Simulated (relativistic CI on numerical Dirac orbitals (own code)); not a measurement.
Computed by Dirac-Coulomb-Breit CI, KLI orbitals optimised for each configuration, a model potential for QED, unscaled Slater integrals (own radial code, finite nucleus).

The strongest absorption lines from the ground level of an ion, among the configurations computed and to levels below about 444 eV (vacuum wavelength in nm, gf): 6.0971 (5.8), 6.3266 (1.7), 6.5752 (6), 6.7101 (0.61), 7.3697 (0.41), 7.7785 (0.74), 8.2069 (0.87), 8.3983 (0.65).

Task: Which ion is it?
A. Dy²⁷⁺
B. Dy³¹⁺
C. Dy²⁹⁺
D. Nd²³⁺

Result: C. Dy²⁹⁺ has 37 electrons and the ground level 4s²4p⁶4d ²D3/2; the strongest line goes to 4s²4p⁵4d² ²F°5/2. The pattern of lines fixes the number of electrons, and along that sequence the line energies rise steadily with the charge (about as its square where n changes within one kind of shell, about linearly where n is kept but much faster in heavy ions where fine structure, which grows about as Z⁴, sets the gap, and irregularly where shells cross), which fixes Z. Configurations outside the model, such as inner-shell arrays, can give stronger lines. At this charge energies of transitions that change n are usually good to better than 1 %, and those within a shell (Δn = 0) to a few per cent.

LS names give the leading component of a level, which can be under half, so a name can repeat, a term be missing and a line seem to break the LS rules.
